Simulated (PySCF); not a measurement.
**Structure elucidation problem**

The spectra below were simulated for a compound C$_{4}$H$_{9}$F$_{3}$Si$_{3}$.

1H NMR (500 MHz, computed): δ 5.22 (m, 1H), 4.98 (m, 2H), 4.43 (m, 2H), 1.58 (m, 1H), 1.45 (m, 3H).

13C{1H} NMR (computed): δ 170.8 (C), 135.3 (C), 20.8 (CH3), 8.9 (CH).

- PBE0/pcSseg-1 with gauge-including orbitals
- GFN2-xTB geometry
- program: PySCF
- non-relativistic, in vacuum, rapidly exchanging positions averaged, a single conformation

Chemical shifts δ = σref − σ; TMS for 1H, 13C, all at this level.

**Question.** What is the structure?

**Answer.** 
- Rings plus π bonds: 2 (1 ring in the answer).
- 4 carbon signals for 4 carbons: no two carbons are equivalent.
- Carbon types of the structure: 2 × C, 1 × CH, 1 × CH3, leaving 5 H on heteroatoms.
- δC 170.8, 135.3: fully substituted alkene carbon.
- δC 20.8: methyl carbon; saturated and bonded to C and H only.
- δC 8.9: sp3 CH bonded to 2 Si; an electropositive neighbour leaves it electron-rich and shielded.
- δH 5.22: hydrogen on a silicon bonded to C, 2 Si, in a 4-membered ring.
- δH 4.98, 4.43: hydrogen on a silicon bonded to C, Si, in a 4-membered ring.
- δH 1.58: hydrogen on an sp3 CH bonded to 2 Si.
- δH 1.45: hydrogen on a methyl carbon.

The compound is SMILES [SiH2]1[C@H](C)[SiH2][Si@H]1C(F)=C(F)F.

The data come from this structure; uniqueness wasn't tested.

Splittings by 19F in the carbon and heteronuclear signals aren't shown, as no couplings were computed. Shifts are as computed. Against solution values, carbons near 30 ppm lie about +3 ppm off and those near 130 ppm about +5 ppm. Of 1309 compounds with measured shifts, 239 miss one by over three times the rms of a fit or turn the order of signals round; such compounds aren't used in these exercises. No couplings were computed; multiplicities are counted from neighbouring protons, with m where these are inequivalent, close in shift, in a saturated or five-membered ring or joined by F or P, and br s for small geminal =CH2 splittings.
